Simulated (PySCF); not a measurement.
Below is a simulated gas-phase C 1s photoelectron spectrum of `CCN[SiH3]`.

Every computed line was given a Gaussian of 0.4 eV full width at half maximum and an area set by the number of equivalent atoms; the highest printed point is 100. Computed, not measured: PySCF 2.14.0, delta-SCF UKS SCAN, pcX-2 on the ionised atom, pcseg-1 elsewhere, spin-free X2C.

(binding energy (eV), intensity): (290.1, 1), (290.2, 3), (290.3, 13), (290.4, 37), (290.5, 71), (290.6, 97), (290.7, 94), (290.8, 64), (290.9, 31), (291.0, 11), (291.1, 4), (291.2, 6), (291.3, 20), (291.4, 49), (291.5, 83), (291.6, 100), (291.7, 85), (291.8, 51), (291.9, 22), (292.0, 7), (292.1, 1), (292.2, 0)

Count the maxima, the lines and the sites behind this envelope.

The curve has 2 maxima (at 290.6 and 291.6 eV). Under it lie 2 lines from 2 inequivalent carbon sites.

Decompose the envelope and assign each component. Numbering: `[CH3:1][CH2:2][NH:3][SiH3:4]`.

```json
{"position (eV)": "290.64", "relative area": "1", "line": "C 1s", "atoms": "C1", "environment": "methyl carbon"}
{"position (eV)": "291.60", "relative area": "1", "line": "C 1s", "atoms": "C2", "environment": "sp3 carbon bound to nitrogen"}
```

Above which line width would these two lines show one maximum?

Two equal Gaussians merge once their distance is under 2σ = FWHM/1.177. With 0.96 eV between them that is a full width over 1.13 eV.

Lowest listed C 1s: C1, bonded to C and 3 H. Highest, 0.96 eV above it: C2, bonded to N, C and 2 H.

The curve has no shake-up lines and no vibrational structure. Geometry: PBE0-D3(BJ)/def2-SVP, one conformer, isolated molecule.

The values belong to the conformer `[CH3:1][CH2:2][NH:3][SiH3:4]`: C1–C2–N3–Si4 -148°.
